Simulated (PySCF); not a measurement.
# Spinor energies of Pm⁵⁹⁺ (promethium, charge +59)

Start: 1s2. Calculated with PySCF 2.14 in an even-tempered Gaussian basis (16 s from 18 bohr⁻², ratio 2.6; 12 p from 23 bohr⁻², ratio 2.6; 6 d from 23 bohr⁻², ratio 2.8; 3 f from 990 bohr⁻², ratio 2.8): generalised Hartree-Fock with the X2C-1e Hamiltonian and a Gaussian nucleus; spin-orbit coupling (SO) screened by Boettger's factors.

```json
{"spinor shell": "1s1/2", "electrons": "2", "ε, screened SO (eV)": "-52250.8", "weight of nominal j (screened SO)": "1.000", "rms radius, screened SO (bohr)": "0.0262"}
```

```
   quantity  screened SO
E (hartree)  -3882.94632
        M_J            0
       ⟨J²⟩        0.000
       ⟨L²⟩        0.000
       ⟨S²⟩        0.000
```

Breit and QED terms are absent; they matter most for the inner s and p1/2 levels.

Densities and radii are taken from the X2C orbitals without a picture-change correction, which distorts them close to the nucleus.
